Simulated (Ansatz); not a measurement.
F₂H₅NO₂Si₂, SMILES `O[Si](O)(F)N[SiH2]F`, relaxed with RKS PBE0-D4/def2-TZVP in Ansatz 0.2.0 from a GFN2-xTB geometry. The force threshold is 0.005 eV/Å; the program also tests the step.

Total charge 0; spin multiplicity 1.

Start:

```xyz
12

O    -2.040   -1.054    1.027
Si   -0.907   -0.680   -0.049
O    -1.518    0.151   -1.284
F    -0.297   -2.048   -0.656
N     0.335    0.148    0.809
Si    1.744    0.844    0.118
F     1.247    1.477   -1.282
H    -2.901   -1.324    0.721
H    -0.931    0.628   -1.866
H     0.332    0.007    1.803
H     2.165    1.952    0.956
H     2.772   -0.100   -0.294
```

```
         step  energy (eV)  largest force (eV/Å)  largest move (Å)
            1  -26850.6889                 0.919             0.000
            2  -26850.7428                 0.579             0.054
            3  -26850.7556                 0.177             0.029
            4  -26850.7638                 0.507             0.097
            5  -26850.7643                 0.519             0.007
 6 (rejected)  -26850.7547                 1.220             0.196
            7  -26850.7736                 0.197             0.098
            8  -26850.7764                 0.422             0.098
            9  -26850.7918                 0.199             0.150
           10  -26850.8093                 0.290             0.200
           11  -26850.8117                 0.607             0.195
           12  -26850.8254                 0.282             0.020
           13  -26850.8374                 0.318             0.200
           14  -26850.8523                 0.083             0.200
15 (rejected)  -26850.8459                 0.306             0.182
           16  -26850.8563                 0.052             0.091
           17  -26850.8585                 0.024             0.063
           18  -26850.8597                 0.108             0.124
           19  -26850.8607                 0.060             0.026
           20  -26850.8613                 0.050             0.031
           21  -26850.8617                 0.027             0.038
           22  -26850.8619                 0.023             0.042
           23  -26850.8620                 0.008             0.011
           24  -26850.8620                 0.005             0.006
```

End:

```xyz
12

O    -1.646   -1.409    1.065
Si   -0.906   -0.603   -0.130
O    -2.089    0.047   -1.041
F    -0.025   -1.566   -1.039
N     0.206    0.507    0.526
Si    1.880    0.698    0.218
F     2.133    1.548   -1.116
H    -2.504   -1.789    0.873
H    -1.840    0.509   -1.843
H    -0.196    1.195    1.148
H     2.467    1.475    1.332
H     2.521   -0.613    0.007
```

Run time 2.4 min (2 threads of an AMD EPYC 7R13 on a shared host and a share of an NVIDIA H100 80 GB); peak host memory 0.91 GiB.
